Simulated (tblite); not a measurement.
Input of a run (GFN2-xTB geometry optimisation, gas phase (tblite 0.8.0)), started from a force field or distance geometry:
```
{"job": {"kind": "relax", "xc": "GFN2-xTB", "basis": "xTB"}, "charge": 0, "multiplicity": 2}
C     -2.398500     0.955000    -0.113600
C     -1.606800    -0.335500    -0.239800
C     -0.160000     0.084400     0.136300
O      0.136700     1.068100    -0.846700
C      0.735900    -1.093100     0.010000
O      2.052000    -0.878300     0.296800
C      2.716100     0.067700    -0.463600
H     -2.156900     1.483900     0.852900
H     -2.009300     1.604400    -0.948600
H     -3.491800     0.776200    -0.194200
H     -1.662600    -0.784500    -1.230200
H     -1.941800    -1.064000     0.531200
H     -0.160900     0.568500     1.123600
H      0.401600    -1.970500     0.590900
H      0.642000    -1.431700    -1.066900
H      3.773500     0.075500    -0.054500
H      2.374800     1.115000    -0.284600
H      2.747300    -0.234800    -1.517800
```

Output (eV, eV/Å):
```
step      E/eV     max force
  0    -662.02165    3.990
  1    -662.45403    1.141
  2    -662.54636    1.084
  3    -662.60271    0.798
  4    -662.65123    0.489
  5    -662.67309    0.473
  6    -662.70044    0.310
  7    -662.71328    0.274
  8    -662.72679    0.291
  9    -662.74159    0.322
 10    -662.75515    0.258
 11    -662.76478    0.209
 12    -662.77304    0.178
 13    -662.78156    0.254
 14    -662.78967    0.220
 15    -662.79615    0.174
 16    -662.80123    0.153
 17    -662.80585    0.217
 18    -662.81128    0.238
 19    -662.81767    0.186
 20    -662.82419    0.186
 21    -662.83088    0.244
 22    -662.83815    0.284
 23    -662.84498    0.205
 24    -662.85031    0.145
 25    -662.85411    0.175
 26    -662.85709    0.214
 27    -662.85941    0.150
 28    -662.86092    0.090
 29    -662.86208    0.085
 30    -662.86340    0.136
 31    -662.86484    0.141
 32    -662.86604    0.090
 33    -662.86689    0.070
 34    -662.86754    0.078
 35    -662.86816    0.090
 36    -662.86877    0.060
 37    -662.86932    0.053
 38    -662.86986    0.057
 39    -662.87042    0.078
 40    -662.87095    0.063
 41    -662.87148    0.061
 42    -662.87202    0.051
 43    -662.87257    0.066
 44    -662.87310    0.057
 45    -662.87361    0.061
 46    -662.87414    0.057
 47    -662.87468    0.070
 48    -662.87515    0.064
 49    -662.87552    0.055
 50    -662.87586    0.057
 51    -662.87628    0.056
 52    -662.87677    0.066
 53    -662.87723    0.044
 54    -662.87762    0.041
 55    -662.87803    0.058
 56    -662.87859    0.091
 57    -662.87925    0.089
 58    -662.87979    0.048
 59    -662.88013    0.042
 60    -662.88037    0.048
 61    -662.88061    0.057
 62    -662.88083    0.038
 63    -662.88100    0.032
 64    -662.88113    0.029
 65    -662.88125    0.035
 66    -662.88139    0.025
 67    -662.88151    0.028
 68    -662.88162    0.026
 69    -662.88173    0.032
 70    -662.88184    0.029
 71    -662.88195    0.024
 72    -662.88207    0.030
 73    -662.88225    0.034
 74    -662.88247    0.045
 75    -662.88269    0.044
 76    -662.88287    0.038
 77    -662.88304    0.032
 78    -662.88323    0.042
 79    -662.88341    0.040
 80    -662.88352    0.034
 81    -662.88360    0.035
 82    -662.88367    0.031
 83    -662.88379    0.032
 84    -662.88390    0.029
 85    -662.88399    0.017
 86    -662.88404    0.016
 87    -662.88409    0.016
 88    -662.88414    0.020
 89    -662.88419    0.016
 90    -662.88423    0.017
 91    -662.88427    0.017
 92    -662.88430    0.012
 93    -662.88432    0.007
```

Problem. Summarise the run.

Solution. The energy falls by 83.2 kJ/mol over 93 L-BFGS steps, the largest force on an atom goes from 3.99 to 0.007 eV/Å, and the atoms move by 0.294 Å rms after alignment. The bond that changes most is C3–C5 (ends: carbon bonded to 2 C, O and H; carbon bonded to C, O and 2 H), which lengthens by 0.110 Å. Bonds longer at the end by more than 0.005 Å: 5 of 17; shorter: 8. Among the angles that change most is C2–C3–O4, from 102.4° to 112.9°. Among the dihedrals that turn most is C5–O6–C7–H17, from 68° to 49°. The energy never rose by more than 1e-5 eV on the way. The first step brought 50 % of the lowering.

Problem. What are the final bond lengths?

Solution. C1–C2 1.521 Å, C2–C3 1.553 Å, C3–O4 1.319 Å, C3–C5 1.595 Å, C5–O6 1.381 Å, O6–C7 1.396 Å, C1–H8 1.088 Å, C1–H9 1.087 Å, C1–H10 1.088 Å, C2–H11 1.091 Å, C2–H12 1.091 Å, C3–H13 1.111 Å, C5–H14 1.090 Å, C5–H15 1.097 Å, C7–H16 1.087 Å, C7–H17 1.123 Å, C7–H18 1.096 Å. Numbering counts from 1 in the input's order; the species is `CC[C@H]([O])COC` [radical].

Its GFN2-xTB frequencies are all real (lowest 78 cm⁻¹). 3 starts were optimised and ended at 0.00, 0.01 and 11.60 kcal/mol (GFN2-xTB); the lowest of these is shown.

One conformer stands for the species.

These are computed values.
